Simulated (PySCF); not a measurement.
Job file and geometry (Å, from GFN2-xTB) of an NMR shielding run on `C1[C@@H](OC)OC(=O)C(=O)O1`, C5H6O5, GIAO PBE0/pcSseg-1 NMR shielding, non-relativistic, gas phase (PySCF 2.14.0, density-fitted response routines); density fitting, a coarse starting grid and PySCF grid level 2 are the driver's defaults:

```
$ OMP_NUM_THREADS=1 python probes_run.py task.json out

{"job": {"kind": "nmr", "xc": "PBE0", "basis": "pcSseg-1"}, "charge": 0, "multiplicity": 1}
C      2.099763     0.529522     0.745460
O      1.014515     0.652169    -0.160330
C      0.390929    -0.537885    -0.474083
C     -0.655271    -0.261804    -1.551798
O     -1.577761     0.701534    -1.079039
C     -1.894255     0.695662     0.224659
O     -2.558761     1.561111     0.709802
C     -1.411295    -0.513498     1.055227
O     -2.023041    -0.923287     1.993592
O     -0.266789    -1.107657     0.655116
H      2.483172     1.536861     0.882640
H      2.877810    -0.114617     0.324804
H      1.769886     0.122657     1.704194
H      1.108591    -1.313231    -0.789123
H     -1.171906    -1.193166    -1.813786
H     -0.193187     0.174574    -2.438747
```

Q: Write the output of this run.

A: 
```
coarse grid: 14584 points
cycle   1  E = -569.1065115232  dE =  2.179e+00  |g| = 1.384e+00  |ddm| = 3.686e+00
cycle   2  E = -567.8342839561  dE =  1.272e+00  |g| = 2.992e+00  |ddm| = 2.834e+00
cycle   3  E = -569.4275496844  dE = -1.593e+00  |g| = 4.294e-01  |ddm| = 2.181e+00
cycle   4  E = -569.4549005073  dE = -2.735e-02  |g| = 1.976e-01  |ddm| = 3.884e-01
cycle   5  E = -569.4614574205  dE = -6.557e-03  |g| = 3.073e-02  |ddm| = 1.216e-01
cycle   6  E = -569.4616208227  dE = -1.634e-04  |g| = 1.349e-02  |ddm| = 2.662e-02
cycle   7  E = -569.4616505467  dE = -2.972e-05  |g| = 3.819e-03  |ddm| = 9.428e-03
cycle   8  E = -569.4616529309  dE = -2.384e-06  |g| = 1.378e-03  |ddm| = 3.193e-03
final grid: 144312 points
cycle   9  E = -569.5743719942  dE = -1.214e-05  |g| = 1.911e-02  |ddm| = 2.593e-02
cycle  10  E = -569.5742583343  dE =  1.137e-04  |g| = 3.181e-02  |ddm| = 2.762e-02
cycle  11  E = -569.5744307847  dE = -1.725e-04  |g| = 4.480e-03  |ddm| = 1.868e-02
cycle  12  E = -569.5744344110  dE = -3.626e-06  |g| = 6.064e-04  |ddm| = 2.798e-03
cycle  13  E = -569.5744344772  dE = -6.613e-08  |g| = 1.695e-04  |ddm| = 5.176e-04
cycle  14  E = -569.5744344828  dE = -5.628e-09  |g| = 5.559e-05  |ddm| = 1.447e-04
cycle  15  E = -569.5744344833  dE = -4.575e-10  |g| = 2.298e-05  |ddm| = 4.962e-05
converged SCF energy = -569.5744344833

GIAO shielding tensors (ppm)
atom      isotropic    diamagn.    paramagn.     s11        s22        s33       span
  0 C      128.778     245.224    -116.446     94.314    108.202    183.819     89.504
  1 O      259.935     399.799    -139.864    183.173    272.037    324.593    141.420
  2 C       85.161     247.015    -161.853     64.991     84.164    106.329     41.339
  3 C      115.253     245.338    -130.085    101.663    104.637    139.458     37.796
  4 O      142.124     396.796    -254.672    -69.952    230.926    265.400    335.352
  5 C       28.982     249.103    -220.121    -73.727     70.281     90.392    164.119
  6 O     -142.911     395.609    -538.520   -446.362   -286.956    304.586    750.948
  7 C       28.539     248.967    -220.428    -76.067     71.641     90.042    166.109
  8 O     -151.697     395.410    -547.107   -460.509   -304.063    309.481    769.991
  9 O       81.484     403.151    -321.667    -90.987    123.977    211.462    302.449
 10 H       27.727      28.792      -1.065     23.689     25.496     33.996     10.307
 11 H       28.385      28.883      -0.498     24.597     25.894     34.665     10.069
 12 H       27.710      30.183      -2.473     23.100     26.603     33.426     10.326
 13 H       26.599      31.187      -4.588     23.667     25.840     30.290      6.624
 14 H       27.231      28.760      -1.529     23.880     25.928     31.885      8.004
 15 H       27.146      28.663      -1.517     23.578     26.123     31.736      8.158
```

Q: Turn these shieldings into chemical shifts. References, each an isolated molecule treated in the same way: TMS for $^{13}$C (186.93 ppm), $^{1}$H (31.72 ppm); H2O for $^{17}$O (336.08 ppm).

A: Averaging equivalent atoms: C 7: 158.4; C 5: 157.9; C 2: 101.8; C 3: 71.7; C 0: 58.1; O 8: 487.8; O 6: 479.0; O 9: 254.6; O 4: 194.0; O 1: 76.1; H 13: 5.12; H 15: 4.57; H 14: 4.49; H 10/11/12: 3.78 ppm. Unscaled 17O shifts of doubly bonded oxygen tend to come out too high, by tens of ppm or more. Experimental scales use liquid or dissolved standards, which lie at an offset from isolated H2O (liquid H2O: subtract about 36 ppm).

Size and cost of the density-fitted run: 200 basis functions, 30 s wall time on 1 thread of an Intel Xeon Platinum 8488C, shared host; peak memory 0.88 GiB.
